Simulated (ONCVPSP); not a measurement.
## u(r) = r·R(r): atom against pseudo-atom (Nd (Z = 60))

Columns: radius, all-electron u(r) and pseudo u(r) of the 5d shell (level -2.92 eV) of neodymium in the configuration [Kr] 4d10 4f3 5s2 5p6 5d1 6s2; PBE, scalar-relativistic, ONCV scheme, ONCVPSP 4.0.1.

| r (bohr) | all-electron | pseudo |
| --- | --- | --- |
| 0.222 | 0.1121 | 0.0096 |
| 0.444 | -0.2404 | 0.0687 |
| 0.666 | -0.2118 | 0.1939 |
| 0.888 | 0.0188 | 0.3579 |
| 1.110 | 0.2530 | 0.5088 |
| 1.332 | 0.4289 | 0.6017 |
| 1.554 | 0.5410 | 0.6233 |
| 1.776 | 0.6009 | 0.5932 |
| 1.998 | 0.6232 | 0.5460 |
| 2.220 | 0.6205 | 0.5099 |
| 2.442 | 0.6023 | 0.4944 |
| 2.664 | 0.5753 | 0.4928 |
| 2.886 | 0.5437 | 0.4926 |
| 3.108 | 0.5102 | 0.4844 |
| 3.330 | 0.4765 | 0.4660 |
| 3.552 | 0.4432 | 0.4399 |
| 3.774 | 0.4108 | 0.4101 |
| 3.996 | 0.3796 | 0.3795 |
| 4.218 | 0.3498 | 0.3498 |
| 4.440 | 0.3214 | 0.3214 |
| 4.662 | 0.2946 | 0.2946 |
| 4.884 | 0.2694 | 0.2693 |
| 5.106 | 0.2458 | 0.2458 |
| 5.328 | 0.2239 | 0.2239 |
| 5.550 | 0.2036 | 0.2036 |
| 5.772 | 0.1850 | 0.1850 |

**Question.** How many radial nodes do the two functions have?

**Answer.** The all-electron 5d function has n − l − 1 = 2; the pseudo-wave has 0, since the states of the same l below it are removed with the core.

**Question.** At about which radius was the pseudo-wave matched?

**Answer.** 4.44 bohr. The columns agree to 0.0005 from 4.00 bohr on; several derivatives are matched, so the curves merge somewhat inside the radius.

**Question.** Where does each function peak?

**Answer.** Outermost all-electron maximum near 2.00 bohr, pseudo maximum near 1.55 bohr (to the table’s step).

**Question.** Is the pseudo-wave norm-conserving?

**Answer.** Yes: the ONCV scheme keeps the norm inside the radius equal to the all-electron one, which fixes the energy derivative of the logarithmic derivative at the level.
